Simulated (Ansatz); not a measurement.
Input file for Ansatz (a program for electronic structure): R-B97M-V/def2-TZVPP on H2O (SMILES O).

Ansatz 0.2 input:
```yaml
crystal:
  periodic: [false, false, false]
  atoms:
    - {symbol: O, position_ang: [-0.00000000, -0.00000000, 0.38961139]}
    - {symbol: H, position_ang: [-0.00000000, 0.76498632, -0.19485569]}
    - {symbol: H, position_ang: [0.00000000, -0.76498632, -0.19485569]}
basis:
  gaussian:
    orbitals: def2-TZVPP
hamiltonian:
  xc: {name: B97M-V}
scf: {lower_state_search: off}
```

It printed:

```
WARN ansatz: RAYON_NUM_THREADS=1 ignored (pool sized by the plan → 1); use --threads N
Functional definition: B97M-V
these checks for a lower state are left out or cut short: stability, starts, cluster_reference, orbital_swaps, neighbouring_geometries, increment
integrals: 0.01 GiB planned
269 factors; their error is unknown
mean field: 0.11 GiB planned
mean field evaluation 1: about -2075.4738 eV, gradient 5.3e1 eV
mean field evaluation 2: about -2066.5139 eV, gradient 8.6e1 eV
mean field evaluation 4: about -2079.9302 eV, gradient 5.4e-1 eV
mean field evaluation 8: about -2079.9332 eV, gradient 1.9e-1 eV
mean field evaluation 16: about -2079.9332 eV, gradient 4.4e-6 eV
mean field -2079.93323744 eV, -76.4361366465 hartree, gradient 4.4e-6 eV, S^2 0.000000; 0 other end points of the search recorded, 0 dependent functions left out
reference -2079.93326433 eV, -76.4361376346 hartree; 5, 5 occupied and 54, 54 virtual orbitals, 269 factors
Total energy: -2079.93326433 eV, -76.4361376346 hartree
Checks for a lower state left out: stability, starts, cluster_reference, orbital_swaps, neighbouring_geometries, increment
```

The run converged.

Cost: about 0.7 core-seconds (a rough figure).
